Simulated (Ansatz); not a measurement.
AlCl$_{3}$H$_{4}$OSi, SMILES `[SiH3][OH+][Al-]([Cl])([Cl])[Cl]`, relaxed with RKS PBE0-D4/def2-TZVP in Ansatz 0.2.0 from a PBE-D4/def2-SVP geometry. The force threshold is 0.005 eV/Å; the program also tests the step.

Total charge 0; spin multiplicity 1.

Start:

```xyz
10

Si   -0.811   -0.816   -1.156
O     0.539   -0.424   -0.101
Al    0.537    0.915    1.304
Cl   -1.075    2.122    0.592
Cl    2.530    1.594    0.932
Cl    0.191   -0.124    3.116
H    -0.405   -2.104   -1.806
H    -0.986    0.266   -2.171
H    -1.966   -0.980   -0.232
H     1.445   -0.450   -0.478
```

```
        step  energy (eV)  largest force (eV/Å)  largest move (Å)
           1  -54144.3052                 0.603             0.000
           2  -54144.3492                 0.411             0.037
           3  -54144.3588                 0.077             0.023
           4  -54144.3609                 0.034             0.041
           5  -54144.3612                 0.092             0.050
           6  -54144.3620                 0.103             0.023
           7  -54144.3624                 0.034             0.025
8 (rejected)  -54144.3619                 0.083             0.020
           9  -54144.3626                 0.011             0.010
          10  -54144.3626                 0.003             0.008
          11  -54144.3626                 0.008             0.007
          12  -54144.3626                 0.012             0.006
          13  -54144.3626                 0.016             0.014
          14  -54144.3626                 0.011             0.007
          15  -54144.3626                 0.006             0.001
          16  -54144.3626                 0.002             0.001
```

End:

```xyz
10

Si   -0.802   -0.825   -1.125
O     0.540   -0.337   -0.173
Al    0.544    0.928    1.262
Cl   -1.014    2.196    0.609
Cl    2.531    1.606    1.036
Cl    0.115   -0.207    2.975
H    -0.381   -2.110   -1.727
H    -1.051    0.194   -2.162
H    -1.908   -0.975   -0.166
H     1.427   -0.469   -0.527
```

Hardware: 2 threads of an AMD EPYC 7R13 on a shared host and a share of an NVIDIA H100 80 GB. Wall time 32 s, peak host memory 0.92 GiB.
